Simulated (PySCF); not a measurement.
# C (carbon, neutral): UHF calculation

Configuration: [He] 2s2 2p2, high-spin 3P determinant. All numbers are calculated (PySCF 2.14, scalar relativity by spin-free X2C-1e, in cc-pVTZ-DK).

```json
{
  "Total energy": "-37.706514 hartree",
  "One-electron energy": "-50.4735 hartree",
  "Hartree (Coulomb) energy": "17.8480 hartree",
  "Exchange energy": "-5.0810 hartree",
  "⟨S²⟩": "2.0090",
  "⟨L²⟩": "2.017",
  "Sum of ⟨r⟩": "7.125 bohr",
  "Sum of ⟨r²⟩": "13.67 bohr²",
  "Traceless quadrupole moment −½Σ⟨3z² − r²⟩ along its main axis": "1.47 e·bohr²",
  "Langevin diamagnetic susceptibility": "-10.8 ×10⁻⁶ cm³/mol",
  "Time after the integrals": "0.11 s of wall time on 1 thread of Intel(R) Xeon(R) Platinum 8488C (shared host)"
}
```

```
shell  electrons  mean orbital energy (eV)  rms radius, mean of both spins (bohr)
 1s α          1                   -308.80                                  0.312
 1s β          1                   -307.59                                  0.312
 2s α          1                   -22.548                                   1.75
 2s β          1                   -15.889                                   1.75
 2p α          2                   -11.906                                   1.91
```
